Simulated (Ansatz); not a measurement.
InSi₂₀H₃₂⁻, a doped nanocrystal cut from the lattice of silicon (In on an inner site), relaxed as a singlet with RKS PBE-D4/def2-SVP in Ansatz, starting from the PBE-D4/def2-SVP geometry of the neutral doublet. Force threshold 0.03 eV/Å.

In the def2 sets In takes a core potential; there is no spin–orbit coupling. Single mean-field runs in def2-SVP are fitted with def2-universal-jkfit.

Start:

```xyz
53

Si    4.1685    0.4117   -0.3264
Si    1.7481    3.5683    0.1812
Si    0.0341    2.8412   -3.0766
Si    2.3890    0.2799    3.2406
In    0.5166   -0.1432   -0.2498
Si    1.2035   -3.1780    2.4099
Si   -1.4850   -0.5333    3.0958
Si   -2.1295    2.7698    0.0543
Si   -3.7218    1.7175   -3.2095
Si   -2.9905   -1.0878   -0.5931
Si   -2.6115   -3.9693    2.0013
Si    4.3337   -0.1219    1.9685
Si    3.7635    2.7105   -0.6956
Si    2.6812   -1.0188   -1.4988
Si    0.0129    2.3183   -0.7856
Si   -1.6395    1.7364   -4.3161
Si    0.6513   -0.9043    2.2016
Si   -1.0040   -1.7118   -1.7296
Si   -0.4083   -4.6123    1.4638
Si   -3.0112   -1.6653    1.6984
Si   -3.5736    1.1783   -0.9182
H     5.5376    0.1380   -0.9236
H     1.6674    5.0366   -0.1620
H     1.7521    3.4306    1.6816
H     1.3827    2.5018   -3.6645
H    -0.1703    4.3291   -3.2389
H     2.1059    1.7593    3.2722
H     2.6322   -0.1885    4.6551
H     2.5339   -3.4307    1.7419
H     1.3565   -3.5298    3.8703
H    -1.7817    0.9434    3.1377
H    -1.6443   -1.0901    4.4907
H    -2.6296    4.1408   -0.3351
H    -2.1453    2.6662    1.5571
H    -4.2983    3.1107   -3.2973
H    -4.6686    0.7780   -3.9152
H    -4.1094   -1.8980   -1.2228
H    -2.8385   -4.2745    3.4628
H    -3.5943   -4.7844    1.1972
H     5.4949    0.6816    2.5036
H     4.6970   -1.5819    2.0782
H     4.9506    3.4358   -0.1073
H     3.7784    2.9439   -2.1864
H     2.6985   -0.7520   -2.9815
H     2.9827   -2.4720   -1.2416
H    -1.8136    2.4295   -5.6464
H    -1.2034    0.3229   -4.5986
H    -0.7323   -3.1867   -1.6141
H    -1.0575   -1.3285   -3.1830
H    -0.2415   -4.6264   -0.0327
H    -0.1838   -6.0216    1.9567
H    -4.4255   -1.3842    2.1574
H    -4.9599    1.3155   -0.3277
```

**Question.** Estimate the energy that the relaxation releases and the steps that it takes.

**Answer.** 17.8 kcal/mol, in 8 steps; 61 s on 2 threads of AMD EPYC 7R13 on a shared host and a share (18 GiB) of an NVIDIA H100 80GB HBM3. No frequencies were taken in this run, so the end may be a saddle point.

**Question.** Does the start keep its bonding and symmetry?

**Answer.** By distances, no bond broke or formed. The bond that changes most is In5–Si14, from 2.65 to 2.59 Å (atoms count from 1).

**Question.** Predict the relaxed structure.

**Answer.** 
```xyz
53

Si    4.474    0.550   -0.261
Si    1.744    3.430    0.100
Si    0.008    2.855   -3.080
Si    2.298    0.232    3.068
In    0.644   -0.533   -0.722
Si    1.143   -3.187    2.419
Si   -1.377   -0.577    2.961
Si   -1.946    2.660    0.011
Si   -3.735    1.691   -3.152
Si   -3.282   -1.082   -0.519
Si   -2.670   -3.963    1.982
Si    4.402   -0.006    2.030
Si    3.897    2.807   -0.631
Si    3.087   -0.888   -1.512
Si    0.133    2.031   -0.884
Si   -1.662    1.707   -4.284
Si    0.666   -0.954    1.865
Si   -1.391   -1.802   -1.716
Si   -0.463   -4.619    1.460
Si   -3.100   -1.650    1.763
Si   -3.618    1.231   -0.837
H     5.937    0.437   -0.657
H     1.530    4.887   -0.261
H     1.702    3.351    1.606
H     1.319    2.686   -3.816
H    -0.329    4.331   -3.125
H     1.964    1.701    3.157
H     2.424   -0.267    4.494
H     2.507   -3.603    1.910
H     1.144   -3.434    3.914
H    -1.677    0.897    3.089
H    -1.391   -1.148    4.365
H    -2.336    4.072   -0.380
H    -1.944    2.612    1.520
H    -4.322    3.077   -3.320
H    -4.684    0.740   -3.847
H    -4.568   -1.737   -0.992
H    -2.898   -4.340    3.431
H    -3.651   -4.780    1.170
H     5.445    0.799    2.776
H     4.814   -1.455    2.166
H     4.944    3.702   -0.002
H     3.964    3.063   -2.121
H     3.355   -0.568   -2.969
H     3.631   -2.285   -1.295
H    -1.890    2.350   -5.637
H    -1.210    0.294   -4.546
H    -1.365   -3.311   -1.598
H    -1.693   -1.522   -3.172
H    -0.280   -4.650   -0.036
H    -0.284   -6.041    1.950
H    -4.437   -1.405    2.434
H    -4.970    1.612   -0.267
```
Bond lengths: 22 × Si–Si 2.35 to 2.36 Å; 4 × In–Si 2.59 to 2.62 Å; 32 × H–Si 1.51 to 1.52 Å.
